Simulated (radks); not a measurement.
Pb25+, 57 electrons, occupied as [Kr] 4d10 4f11 (the NIST ground configuration). All-electron calculation, Dirac Kohn-Sham, PBE, spin-unpolarised, spherical densities, finite nucleus; open shells fill j = l - 1/2 first; Fermi nuclear charge, rms radius 5.5012 fm. Program: a radial shooting solver on a logarithmic mesh with Libxc functionals.

Normalised radial functions P(r) = r R(r) (large component), r in bohr:

r           4s1/2    5s1/2    5p1/2
0.001535   0.2806   0.1556   0.0239
0.001983   0.3293   0.1826   0.0315
0.002582   0.3826   0.2121   0.0421
0.003362   0.4353   0.2413   0.0569
0.004343   0.4800   0.2660   0.0765
0.005656   0.5097   0.2824   0.1042
0.007364   0.5090   0.2817   0.1416
0.009589   0.4597   0.2541   0.1904
0.01239    0.3471   0.1912   0.2491
0.01613    0.1501   0.0814   0.3177
0.021     -0.1262  -0.0723   0.3841
0.02735   -0.4436  -0.2480   0.4261
0.03533   -0.7049  -0.3911   0.4105
0.046     -0.7892  -0.4330   0.2961
0.0599    -0.5450  -0.2892   0.0580
0.07799    0.0549   0.0516  -0.2682
0.1007     0.7653   0.4410  -0.5404
0.1312     1.1574   0.6202  -0.5668
0.1708     0.7450   0.3148  -0.1877
0.2207    -0.3780  -0.3562   0.4337
0.2873    -1.5587  -0.8670   0.8525
0.3741    -1.9301  -0.5740   0.5523
0.4872    -1.4061   0.4467  -0.3969
0.6293    -0.6574   1.3126  -1.2433
0.8195    -0.1790   1.3511  -1.3560
1.067     -0.0257   0.7374  -0.7991
1.389     -0.0016   0.2091  -0.2505
1.795     0.0000   0.0295  -0.0400
2.337     0.0000   0.0015  -0.0024

4s1/2: eigenvalue -1532.7 eV, 3 radial nodes at r = 0.0188, 0.0764, 0.204 bohr, <r> = 0.378 bohr, 90 % of the charge inside 0.540 bohr. 5s1/2 (empty): eigenvalue -724.51 eV, 4 radial nodes at r = 0.0187, 0.0754, 0.194, 0.439 bohr, <r> = 0.734 bohr, 90 % of the charge inside 1.02 bohr. 5p1/2 (empty): eigenvalue -674.31 eV, 3 radial nodes at r = 0.0630, 0.185, 0.441 bohr, <r> = 0.754 bohr, 90 % of the charge inside 1.06 bohr.
